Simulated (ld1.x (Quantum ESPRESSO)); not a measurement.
**Sn ultrasoft: all-electron and pseudo phase curves**

```
Element                 : tin (Sn)
Generator               : ld1.x (Quantum ESPRESSO) 7.5
Type                    : ultrasoft
Functional              : LDA (PZ)
Relativity              : scalar-relativistic
Frozen core             : [Kr] 4d10
Valence charge          : 4
Reference configuration : 5s1 5p0 (charge +3)
Partial waves           : 5s (bound): rcut 1.95, rcutus 2.05 bohr; 5s channel at 0.4 Ry: rcut 1.95, rcutus 2.05 bohr; 5p (bound, empty): rcut 1.45, rcutus 1.85 bohr; 5p channel at -1.35 Ry: rcut 1.45, rcutus 1.85 bohr; 5d channel at -0.2 Ry: rcut 1.60, rcutus 2.05 bohr; 5d channel at 0.95 Ry: rcut 1.60, rcutus 2.05 bohr
Local potential         : all-electron potential smoothed inside 1.40 bohr (lloc = -1)
Core correction         : none
Augmentation charge     : built from norm-conserving waves at rcut, not smoothed further
```

The phase is arctan(r·u′/u) with u = r·R(r), unwrapped; energies in Ry, scanned from -5 to 5 Ry. A pole is an energy at which the radial function vanishes at the test radius. The pseudo phase is shifted by a multiple of π to meet the all-electron one at the reference energy, and phase errors are pseudo minus all-electron; the curves can meet again beyond the range given. Levels narrower than the energy grid can be missing from the lists of poles.

```tsv
channel	radius (bohr)	reference energy (Ry)	poles, all-electron	poles, pseudo	unbroken range about the reference energy with phases within 0.05 rad	phase error 1 Ry above the reference energy (rad)
s	2.24	-2.68	-0.15	0.37	below 1.0	+0.015
p	2.24	-2.00	1.47	-4.79, 1.43	above -4.6	-0.000
d	2.24	-0.20	-3.87, 4.30	-1.73, 4.06	above -1.3	+0.003
```

A Bessel basis up to 400 Ry misses an occupied level by 0.02 Ry, so cutoffs and ghosts were not judged.

Phases in the d channel:

```csv
E (Ry),all-electron,pseudo
-5.00,1.242,1.331
-4.48,1.024,1.312
-3.96,-1.481,1.288
-3.44,-1.733,1.256
-2.92,-1.810,1.210
-2.40,-1.872,1.125
-1.88,-1.944,0.281
-1.36,-2.049,-1.987
-0.84,-2.228,-2.216
-0.32,-2.598,-2.598
0.20,-3.319,-3.315
0.72,-3.977,-3.974
1.24,-4.295,-4.296
1.76,-4.452,-4.457
2.28,-4.545,-4.552
2.80,-4.606,-4.615
3.32,-4.650,-4.662
3.84,-4.686,-4.699
4.36,-4.715,-4.730
4.88,-4.742,-4.759
```
